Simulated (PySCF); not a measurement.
**Orbital picture of TlO**

PBE at R = 2.216 Å; basis Tl aug-cc-pVDZ-PP with ECP60, O aug-cc-pVDZ; scalar-relativistic core potentials; PySCF 2.14. State: ²Π (doublet), unpaired electrons π ↑. Only the outer orbitals are listed, counted within each symmetry, core potentials removing the inner ones.

```tsv
spin	orbital	occ.	ε (eV)	on Tl (%)	main shells (%)
α	6σ	1	-9.89	83	83 Tl s, 16 O p
α	3π	1	-7.88	2	97 O p
α	3π	1	-6.15	5	95 O p
α	7σ	1	-6.01	32	68 O p, 16 Tl s, 14 Tl p
α	4π	0	-2.36	100	100 Tl p
α	4π	0	-2.19	98	97 Tl p
α	8σ	0	-0.71	106	100 Tl p
β	6σ	1	-9.77	87	87 Tl s, 12 O p
β	7σ	1	-5.51	31	68 O p, 17 Tl p, 12 Tl s
β	3π	1	-5.51	7	93 O p
β	3π	0	-4.80	12	88 O p, 12 Tl p
β	4π	0	-2.17	96	95 Tl p
β	4π	0	-2.12	91	90 Tl p, 9 O p
```

Problem. Which are the highest filled and the lowest empty level, where do they sit, and how wide is the gap?

Solution. Highest filled β 3π at -5.51 eV (in %: 93 O p); lowest empty β 3π at -4.80 eV (in %: 88 O p, 12 Tl p); the gap at PBE is 0.71 eV. Both belong to one degenerate shell, split only by its one-sided filling, so this is no excitation gap.

```json
{"bond order (Mayer)": "0.67", "⟨S²⟩": "0.757", "charge on Tl (Mulliken, basis-dependent)": "0.54", "charge on Tl (Löwdin, basis-dependent)": "0.63", "dipole moment (positive dipole means Tl(−)O(+))": "-3.65 D", "polarisability along the bond": "62.0 bohr³", "polarisability across the bond": "40.4 bohr³"}
```

Shares are Mulliken populations and can fall outside 0 to 100 %.

Spin–orbit coupling is left out, which matters for elements this heavy, above all for dissociation energies. The state is the lowest determinant that a PBE0 search found; another state may lie lower at other levels.
